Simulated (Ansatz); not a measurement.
Consider the substitution at a C–C bond: `CCOBF` + `[OH][Mo]([F])(=[S])([Cl])[Cl]` → `C[O][Mo]([F])(=[S])([Cl])[Cl]` + `COBF`.

Calculated with Ansatz (gas phase, PBE0-D4/def2-TZVP geometries, no zero-point term in ΔE). CCSD(T)/CBS is the MP2 limit (def2-TZVPP, def2-QZVPP) plus CCSD(T) − MP2 in def2-TZVPP, frozen cores. Functionals use def2-TZVPP. def2 core potentials past Kr. For Mo outer-core shells are correlated without core-valence functions, which leaves a few kJ/mol of doubt a bond. Each species was taken in one conformer, which may not be the lowest.

```tsv
level	ΔE (eV)
r2SCAN0-D4	0.38
CCSD(T)/def2-SVP	0.24
```

Question: What does CCSD(T)/CBS give? (Best estimate.)

Answer: Ansatz gave: +0.36 eV. The listed levels differ from it by 0.02, -0.12 eV.

Largest T1 diagnostic among the species: 0.024, so the coupled-cluster value is less sure than usual.

From PBE to PBE0 (25 % exact exchange), in def2-TZVPP and without D4, ΔE moves by +0.03 eV. In def2-TZVPP, CCSD(T) changes the Hartree–Fock value by −0.04 eV (the triples alone add −0.04 eV) and MP2 by −0.05 eV. Leaving LDA and LC-ωPBE aside and taking each functional with its dispersion term where it has one, the values, not all of them listed here, spread over 0.13 eV, from BLYP-D4 to ωB97M-V.
